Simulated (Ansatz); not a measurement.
`[OH][Zn][OH]`. The species carries charge 0 and has multiplicity 1.

```xyz
5

O    -0.069    1.769   -0.202
Zn   -0.171    0.021    0.021
O    -0.439   -1.707    0.265
H     0.652    2.196    0.264
H     0.026   -2.280   -0.348
```

(1) List the harmonic frequencies (cm⁻¹, unscaled) at PBE0-D4/def2-TZVP in Ansatz. (Estimate.)

(2) Is this a minimum?

(3) Give the ideal-gas thermochemistry at 298.15 K and 1 bar (rigid rotor, harmonic oscillator; point group C2, symmetry number 2).

(4) Rotational constants (cm⁻¹)?

Answers

(1) Computed: 145, 171, 178, 612, 746, 788, 791, 3909, 3910.

(2) Yes, all 9 modes are real.

(3) Zero-point energy 67.3 kJ/mol; H(298) − E = 83.2 kJ/mol; entropy 285.6 J/(mol·K), of which translation 166.2, rotation 83.3, vibration 36.1; G(298) − E = -2.0 kJ/mol.

(4) 11.92, 0.1533, 0.1532.
